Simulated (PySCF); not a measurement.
A geometry optimisation, step by step.

Species: Ti(OiPr)Cl3, C3H7Cl3OTi (singlet state).
Bonds: Ti1–O2, Ti1–Cl13, Ti1–Cl14, Ti1–Cl15, O2–C3, C3–C4, C3–C5. Hydrogens: H6 on C3; H7, H8, H9 on C4; H10, H11, H12 on C5.

Method: PySCF 2.14.0, PBE0-D3(BJ)/def2-SVP geometry optimisation, gas phase; density fitting, grid level 1; the optimiser is geomeTRIC in internal coordinates, started from a GFN2-xTB structure with every atom displaced at random (about 0.03 Å). 12 of its 19 geometries are shown. The frame can shift and turn from step to step; on so coarse a grid that alone can change the energy by a few meV, and forces under 0.02 eV/Å are noise.

Step 0: E = -65919.7211 eV, largest atomic force 7.614 eV/Å
```
atom  x, y, z in Å  |  force x, y, z in eV/Å
Ti1    -0.684   -0.776   -1.703   -5.056   1.870  -5.378
O2      0.070   -1.136   -0.340    2.088  -2.046   4.229
C3      0.529   -0.364    0.692    4.921   0.680   0.998
C4     -0.465   -0.022    1.659   -5.007  -0.852   0.893
C5      1.204    0.894    0.092   -0.794   0.650   2.905
H6      1.348   -0.932    1.238   -0.551   0.107  -0.697
H7     -1.298    0.533    1.127    0.602  -0.196   0.564
H8     -0.164    0.571    2.500    0.698   0.532   0.521
H9     -1.014   -0.938    2.095    0.916   0.983  -0.546
H10     1.960    0.629   -0.586    1.203  -0.392  -1.453
H11     0.403    1.496   -0.343    0.051   0.365  -0.404
H12     1.697    1.515    0.922   -0.700  -0.778  -0.969
Cl13    0.486   -0.116   -3.334    1.278   0.290  -0.953
Cl14   -2.165    0.937   -1.549    0.557  -0.542   0.315
Cl15   -1.940   -2.366   -2.425   -0.207  -0.672  -0.026
```

Step 2: E = -65920.8993 eV, largest atomic force 0.516 eV/Å
```
atom  x, y, z in Å  |  force x, y, z in eV/Å
Ti1    -0.815   -0.772   -1.844   -0.021  -0.181  -0.093
O2      0.023   -1.103   -0.356   -0.298   0.241  -0.345
C3      0.558   -0.327    0.706    0.247   0.298   0.136
C4     -0.534   -0.022    1.710   -0.034  -0.075   0.081
C5      1.224    0.924    0.149   -0.003  -0.072   0.042
H6      1.335   -0.943    1.189   -0.017  -0.170  -0.041
H7     -1.335    0.573    1.247    0.010   0.061  -0.043
H8     -0.122    0.542    2.560   -0.017  -0.017  -0.033
H9     -0.980   -0.949    2.092    0.002  -0.056   0.029
H10     1.988    0.659   -0.599   -0.068   0.040   0.016
H11     0.478    1.591   -0.312    0.030  -0.041  -0.039
H12     1.712    1.481    0.962    0.043   0.005   0.021
Cl13    0.618   -0.201   -3.390    0.028  -0.021   0.095
Cl14   -2.153    0.932   -1.575    0.037   0.062   0.110
Cl15   -2.029   -2.462   -2.494    0.061  -0.074   0.064
```

Step 3: E = -65920.9279 eV, largest atomic force 0.540 eV/Å
```
atom  x, y, z in Å  |  force x, y, z in eV/Å
Ti1    -0.863   -0.751   -1.866    0.302  -0.276   0.200
O2     -0.013   -1.068   -0.383   -0.257   0.331  -0.340
C3      0.559   -0.322    0.692   -0.101  -0.057   0.135
C4     -0.530   -0.034    1.712    0.217  -0.009  -0.045
C5      1.236    0.924    0.157    0.065   0.024  -0.071
H6      1.320   -0.980    1.147   -0.003  -0.080  -0.051
H7     -1.314    0.590    1.259   -0.046  -0.001   0.017
H8     -0.101    0.505    2.570   -0.044  -0.017   0.001
H9     -0.976   -0.971    2.073   -0.037   0.007   0.000
H10     1.979    0.666   -0.612   -0.016   0.002   0.042
H11     0.499    1.609   -0.293   -0.014  -0.012   0.022
H12     1.746    1.459    0.971    0.013  -0.014   0.005
Cl13    0.628   -0.206   -3.366   -0.049   0.020   0.004
Cl14   -2.147    0.974   -1.537   -0.048   0.126   0.037
Cl15   -2.056   -2.471   -2.481    0.018  -0.046   0.043
```

Step 5: E = -65920.9634 eV, largest atomic force 0.419 eV/Å
```
atom  x, y, z in Å  |  force x, y, z in eV/Å
Ti1    -0.960   -0.700   -1.909    0.101  -0.047   0.069
O2     -0.091   -0.950   -0.454    0.100   0.253   0.137
C3      0.560   -0.320    0.658   -0.251  -0.334  -0.032
C4     -0.488   -0.058    1.724    0.080   0.033  -0.058
C5      1.288    0.918    0.185    0.036   0.039  -0.042
H6      1.280   -1.072    1.025    0.031   0.045  -0.014
H7     -1.252    0.634    1.338   -0.017  -0.033   0.011
H8     -0.024    0.397    2.611    0.014  -0.012   0.015
H9     -0.974   -0.997    2.026   -0.021   0.022  -0.012
H10     1.990    0.673   -0.625    0.032  -0.030  -0.014
H11     0.573    1.661   -0.199   -0.019   0.017   0.036
H12     1.854    1.366    1.015   -0.017   0.001  -0.013
Cl13    0.516   -0.189   -3.435   -0.024   0.032  -0.054
Cl14   -2.201    1.061   -1.536   -0.023  -0.025  -0.051
Cl15   -2.104   -2.500   -2.380   -0.022   0.039   0.021
```

Step 7: E = -65920.9756 eV, largest atomic force 0.157 eV/Å
```
atom  x, y, z in Å  |  force x, y, z in eV/Å
Ti1    -0.986   -0.630   -1.943   -0.077   0.037  -0.085
O2     -0.119   -0.864   -0.492    0.099   0.026   0.118
C3      0.555   -0.342    0.648    0.001  -0.053  -0.133
C4     -0.468   -0.094    1.735   -0.071  -0.003   0.047
C5      1.324    0.895    0.226    0.000  -0.003   0.059
H6      1.256   -1.136    0.960    0.009   0.014   0.025
H7     -1.213    0.641    1.395    0.016   0.007  -0.005
H8      0.020    0.294    2.641    0.007  -0.006  -0.001
H9     -0.995   -1.024    1.994    0.009  -0.009  -0.004
H10     2.006    0.660   -0.604   -0.005   0.003  -0.007
H11     0.624    1.678   -0.105    0.010   0.001  -0.007
H12     1.914    1.285    1.067    0.004   0.000   0.005
Cl13    0.435   -0.120   -3.523    0.016  -0.010   0.004
Cl14   -2.252    1.118   -1.595    0.004  -0.027   0.001
Cl15   -2.135   -2.438   -2.360   -0.021   0.023  -0.016
```

Step 8: E = -65920.9777 eV, largest atomic force 0.121 eV/Å
```
atom  x, y, z in Å  |  force x, y, z in eV/Å
Ti1    -0.989   -0.584   -1.968   -0.046   0.021  -0.029
O2     -0.128   -0.827   -0.512    0.026  -0.036  -0.017
C3      0.549   -0.357    0.642    0.057   0.065  -0.084
C4     -0.470   -0.122    1.736   -0.057  -0.019   0.047
C5      1.339    0.881    0.258   -0.009  -0.016   0.055
H6      1.239   -1.168    0.933   -0.003  -0.006   0.020
H7     -1.202    0.635    1.415    0.013   0.014  -0.002
H8      0.026    0.230    2.652   -0.005  -0.004  -0.003
H9     -1.014   -1.049    1.968    0.006  -0.012  -0.003
H10     2.018    0.659   -0.578   -0.011   0.011   0.004
H11     0.650    1.683   -0.050    0.012  -0.003  -0.012
H12     1.934    1.241    1.110    0.007  -0.010   0.010
Cl13    0.428   -0.077   -3.552    0.014  -0.015   0.020
Cl14   -2.258    1.160   -1.621    0.002   0.002   0.011
Cl15   -2.155   -2.379   -2.389   -0.007   0.007  -0.018
```

Step 10: E = -65920.9812 eV, largest atomic force 0.233 eV/Å
```
atom  x, y, z in Å  |  force x, y, z in eV/Å
Ti1    -0.986   -0.402   -2.055    0.033  -0.028   0.124
O2     -0.153   -0.700   -0.591   -0.051  -0.068  -0.217
C3      0.523   -0.405    0.613    0.026   0.140   0.127
C4     -0.505   -0.236    1.716    0.036  -0.024  -0.024
C5      1.385    0.825    0.390   -0.014  -0.013  -0.036
H6      1.166   -1.276    0.829   -0.016  -0.025  -0.019
H7     -1.185    0.594    1.472   -0.007   0.006   0.006
H8     -0.005   -0.016    2.671   -0.016  -0.002  -0.001
H9     -1.101   -1.152    1.836   -0.009  -0.004  -0.005
H10     2.069    0.664   -0.457    0.000   0.006   0.021
H11     0.748    1.693    0.162    0.004  -0.002   0.005
H12     1.979    1.052    1.287    0.006  -0.015   0.009
Cl13    0.468    0.095   -3.609   -0.003   0.004   0.022
Cl14   -2.240    1.343   -1.690    0.003   0.044   0.005
Cl15   -2.196   -2.155   -2.529    0.008  -0.021  -0.018
```

Step 11: E = -65920.9826 eV, largest atomic force 0.165 eV/Å
```
atom  x, y, z in Å  |  force x, y, z in eV/Å
Ti1    -0.975   -0.344   -2.077    0.004  -0.026   0.079
O2     -0.156   -0.670   -0.613   -0.012  -0.049  -0.152
C3      0.513   -0.417    0.605   -0.011   0.073   0.148
C4     -0.526   -0.274    1.702    0.049  -0.004  -0.033
C5      1.394    0.805    0.432   -0.006   0.000  -0.045
H6      1.141   -1.304    0.800   -0.009  -0.014  -0.020
H7     -1.192    0.574    1.480   -0.008   0.001   0.003
H8     -0.034   -0.093    2.669   -0.009  -0.004   0.002
H9     -1.133   -1.186    1.783   -0.008   0.002  -0.005
H10     2.086    0.665   -0.411    0.004  -0.002   0.014
H11     0.774    1.692    0.227   -0.002   0.000   0.011
H12     1.981    0.990    1.343    0.002  -0.005   0.004
Cl13    0.504    0.160   -3.604   -0.006   0.015   0.010
Cl14   -2.218    1.408   -1.700    0.011   0.029  -0.001
Cl15   -2.193   -2.082   -2.591    0.002  -0.015  -0.015
```

Step 13: E = -65920.9840 eV, largest atomic force 0.069 eV/Å
```
atom  x, y, z in Å  |  force x, y, z in eV/Å
Ti1    -0.956   -0.333   -2.077   -0.051   0.005  -0.045
O2     -0.147   -0.695   -0.619    0.056  -0.009   0.035
C3      0.509   -0.425    0.608   -0.013  -0.031   0.039
C4     -0.543   -0.287    1.691    0.000   0.017  -0.008
C5      1.385    0.800    0.441    0.005   0.006  -0.007
H6      1.139   -1.309    0.810    0.000   0.004   0.001
H7     -1.210    0.558    1.464    0.003  -0.003   0.000
H8     -0.067   -0.106    2.666    0.007  -0.004   0.002
H9     -1.149   -1.202    1.762    0.000   0.002   0.002
H10     2.089    0.663   -0.392    0.002  -0.003  -0.005
H11     0.766    1.687    0.232   -0.002   0.000   0.002
H12     1.962    0.984    1.359   -0.001   0.005  -0.002
Cl13    0.546    0.208   -3.566   -0.008   0.010  -0.002
Cl14   -2.178    1.431   -1.675    0.007  -0.005  -0.004
Cl15   -2.177   -2.050   -2.662   -0.006   0.007  -0.007
```

Step 15: E = -65920.9835 eV, largest atomic force 0.067 eV/Å
```
atom  x, y, z in Å  |  force x, y, z in eV/Å
Ti1    -0.971   -0.374   -2.051   -0.006   0.006   0.001
O2     -0.143   -0.740   -0.600    0.017   0.011   0.024
C3      0.519   -0.423    0.616    0.006  -0.007  -0.066
C4     -0.524   -0.261    1.702   -0.021   0.000   0.017
C5      1.378    0.808    0.401    0.005  -0.007   0.019
H6      1.162   -1.293    0.838   -0.003  -0.001   0.010
H7     -1.201    0.571    1.454    0.006   0.004   0.001
H8     -0.042   -0.048    2.667    0.004   0.001   0.000
H9     -1.123   -1.178    1.806    0.005  -0.001   0.002
H10     2.076    0.653   -0.434   -0.002   0.001  -0.005
H11     0.744    1.678    0.171    0.003   0.000  -0.008
H12     1.960    1.030    1.307    0.001  -0.002  -0.002
Cl13    0.511    0.194   -3.548    0.000  -0.008   0.005
Cl14   -2.184    1.391   -1.633   -0.010  -0.006   0.000
Cl15   -2.195   -2.084   -2.651   -0.005   0.007   0.002
```

Step 16: E = -65920.9837 eV, largest atomic force 0.061 eV/Å
```
atom  x, y, z in Å  |  force x, y, z in eV/Å
Ti1    -0.992   -0.380   -2.040    0.022  -0.001   0.041
O2     -0.150   -0.740   -0.595   -0.017   0.005  -0.023
C3      0.524   -0.423    0.614    0.003   0.024  -0.056
C4     -0.508   -0.252    1.709   -0.004  -0.008   0.014
C5      1.384    0.805    0.384    0.001  -0.011   0.011
H6      1.167   -1.293    0.833   -0.003  -0.006   0.007
H7     -1.184    0.581    1.463    0.002   0.005   0.002
H8     -0.014   -0.036    2.667   -0.002   0.003  -0.001
H9     -1.108   -1.166    1.824    0.002  -0.002   0.000
H10     2.074    0.645   -0.456   -0.002   0.002   0.001
H11     0.749    1.675    0.154    0.004   0.000  -0.006
H12     1.974    1.033    1.284    0.003  -0.005   0.000
Cl13    0.477    0.184   -3.552    0.005  -0.007   0.005
Cl14   -2.207    1.383   -1.621   -0.011   0.001   0.004
Cl15   -2.219   -2.092   -2.625   -0.003  -0.001   0.003
```

Step 18: E = -65920.9844 eV, largest atomic force 0.027 eV/Å
```
atom  x, y, z in Å  |  force x, y, z in eV/Å
Ti1    -1.017   -0.367   -2.034    0.011  -0.001   0.013
O2     -0.163   -0.725   -0.597   -0.019  -0.004  -0.018
C3      0.526   -0.424    0.605   -0.001   0.014   0.011
C4     -0.494   -0.251    1.713    0.011  -0.003  -0.005
C5      1.398    0.795    0.377    0.002  -0.002  -0.007
H6      1.161   -1.303    0.813   -0.004  -0.004   0.000
H7     -1.163    0.591    1.481   -0.002   0.001   0.001
H8      0.012   -0.046    2.668   -0.001   0.000   0.000
H9     -1.101   -1.160    1.827   -0.002   0.001  -0.001
H10     2.078    0.632   -0.471    0.001  -0.002   0.002
H11     0.771    1.674    0.157    0.001   0.000   0.002
H12     1.999    1.010    1.273    0.002  -0.003   0.000
Cl13    0.446    0.185   -3.556    0.001   0.002  -0.002
Cl14   -2.235    1.394   -1.612   -0.002   0.004   0.003
Cl15   -2.250   -2.082   -2.598    0.002  -0.004   0.001
```

Problem. Summarise the path.

Solution. The energy falls by 1.2633 eV from step 0 to step 18; nine tenths of that is first reached at step 2. It rises by more than 0.2 meV at steps 14 and 15. The largest force goes from 7.614 to 0.027 eV/Å. Among the bonds Ti1–O2 changes most, from 1.598 to 1.710 Å; the atoms move by 0.274 Å rms after alignment.

Problem. Follow the three bonds and two angles with the largest change from start to end.

Solution. 
```json
{"step": "0", "E above end (eV)": "1.2633", "largest force (eV/Å)": "7.614", "Ti1–O2 (Å)": "1.598", "Ti1–Cl14 (Å)": "2.270", "C3–C4 (Å)": "1.429", "Ti1–O2–C3 (°)": "132.4", "O2–Ti1–Cl13 (°)": "117.9"}
{"step": "1", "E above end (eV)": "0.1804", "largest force (eV/Å)": "1.329", "Ti1–O2 (Å)": "1.726", "Ti1–Cl14 (Å)": "2.221", "C3–C4 (Å)": "1.505", "Ti1–O2–C3 (°)": "134.2", "O2–Ti1–Cl13 (°)": "113.2"}
{"step": "2", "E above end (eV)": "0.0851", "largest force (eV/Å)": "0.516", "Ti1–O2 (Å)": "1.740", "Ti1–Cl14 (Å)": "2.182", "C3–C4 (Å)": "1.514", "Ti1–O2–C3 (°)": "135.9", "O2–Ti1–Cl13 (°)": "109.8"}
{"step": "3", "E above end (eV)": "0.0564", "largest force (eV/Å)": "0.540", "Ti1–O2 (Å)": "1.738", "Ti1–Cl14 (Å)": "2.176", "C3–C4 (Å)": "1.520", "Ti1–O2–C3 (°)": "138.0", "O2–Ti1–Cl13 (°)": "107.3"}
{"step": "4", "E above end (eV)": "0.0391", "largest force (eV/Å)": "0.416", "Ti1–O2 (Å)": "1.729", "Ti1–Cl14 (Å)": "2.180", "C3–C4 (Å)": "1.521", "Ti1–O2–C3 (°)": "140.7", "O2–Ti1–Cl13 (°)": "106.5"}
{"step": "5", "E above end (eV)": "0.0210", "largest force (eV/Å)": "0.419", "Ti1–O2 (Å)": "1.713", "Ti1–Cl14 (Å)": "2.187", "C3–C4 (Å)": "1.518", "Ti1–O2–C3 (°)": "145.5", "O2–Ti1–Cl13 (°)": "106.6"}
{"step": "6", "E above end (eV)": "0.0133", "largest force (eV/Å)": "0.300", "Ti1–O2 (Å)": "1.707", "Ti1–Cl14 (Å)": "2.189", "C3–C4 (Å)": "1.515", "Ti1–O2–C3 (°)": "148.3", "O2–Ti1–Cl13 (°)": "107.5"}
{"step": "7", "E above end (eV)": "0.0088", "largest force (eV/Å)": "0.157", "Ti1–O2 (Å)": "1.707", "Ti1–Cl14 (Å)": "2.187", "C3–C4 (Å)": "1.513", "Ti1–O2–C3 (°)": "150.6", "O2–Ti1–Cl13 (°)": "108.5"}
{"step": "8", "E above end (eV)": "0.0066", "largest force (eV/Å)": "0.121", "Ti1–O2 (Å)": "1.709", "Ti1–Cl14 (Å)": "2.184", "C3–C4 (Å)": "1.513", "Ti1–O2–C3 (°)": "152.5", "O2–Ti1–Cl13 (°)": "108.9"}
{"step": "9", "E above end (eV)": "0.0046", "largest force (eV/Å)": "0.178", "Ti1–O2 (Å)": "1.711", "Ti1–Cl14 (Å)": "2.181", "C3–C4 (Å)": "1.515", "Ti1–O2–C3 (°)": "155.1", "O2–Ti1–Cl13 (°)": "109.1"}
{"step": "10", "E above end (eV)": "0.0031", "largest force (eV/Å)": "0.233", "Ti1–O2 (Å)": "1.711", "Ti1–Cl14 (Å)": "2.180", "C3–C4 (Å)": "1.517", "Ti1–O2–C3 (°)": "157.9", "O2–Ti1–Cl13 (°)": "108.9"}
{"step": "11", "E above end (eV)": "0.0018", "largest force (eV/Å)": "0.165", "Ti1–O2 (Å)": "1.709", "Ti1–Cl14 (Å)": "2.181", "C3–C4 (Å)": "1.518", "Ti1–O2–C3 (°)": "158.7", "O2–Ti1–Cl13 (°)": "108.5"}
{"step": "12", "E above end (eV)": "0.0006", "largest force (eV/Å)": "0.105", "Ti1–O2 (Å)": "1.706", "Ti1–Cl14 (Å)": "2.182", "C3–C4 (Å)": "1.517", "Ti1–O2–C3 (°)": "157.9", "O2–Ti1–Cl13 (°)": "108.1"}
{"step": "13", "E above end (eV)": "0.0003", "largest force (eV/Å)": "0.069", "Ti1–O2 (Å)": "1.706", "Ti1–Cl14 (Å)": "2.182", "C3–C4 (Å)": "1.516", "Ti1–O2–C3 (°)": "156.7", "O2–Ti1–Cl13 (°)": "108.0"}
{"step": "14", "E above end (eV)": "0.0006", "largest force (eV/Å)": "0.066", "Ti1–O2 (Å)": "1.708", "Ti1–Cl14 (Å)": "2.182", "C3–C4 (Å)": "1.515", "Ti1–O2–C3 (°)": "155.3", "O2–Ti1–Cl13 (°)": "108.0"}
{"step": "15", "E above end (eV)": "0.0008", "largest force (eV/Å)": "0.067", "Ti1–O2 (Å)": "1.710", "Ti1–Cl14 (Å)": "2.182", "C3–C4 (Å)": "1.514", "Ti1–O2–C3 (°)": "154.7", "O2–Ti1–Cl13 (°)": "108.0"}
{"step": "16", "E above end (eV)": "0.0007", "largest force (eV/Å)": "0.061", "Ti1–O2 (Å)": "1.711", "Ti1–Cl14 (Å)": "2.181", "C3–C4 (Å)": "1.515", "Ti1–O2–C3 (°)": "154.9", "O2–Ti1–Cl13 (°)": "108.0"}
{"step": "17", "E above end (eV)": "0.0003", "largest force (eV/Å)": "0.044", "Ti1–O2 (Å)": "1.711", "Ti1–Cl14 (Å)": "2.181", "C3–C4 (Å)": "1.515", "Ti1–O2–C3 (°)": "155.2", "O2–Ti1–Cl13 (°)": "107.8"}
{"step": "18", "E above end (eV)": "0.0000", "largest force (eV/Å)": "0.027", "Ti1–O2 (Å)": "1.710", "Ti1–Cl14 (Å)": "2.182", "C3–C4 (Å)": "1.516", "Ti1–O2–C3 (°)": "155.6", "O2–Ti1–Cl13 (°)": "107.7"}
```

The cost below is that of the whole optimisation. Time: 5.8 min of wall time; peak memory 0.79 GiB. Hardware: an Arm Neoverse V2 with one thread, on a shared host.
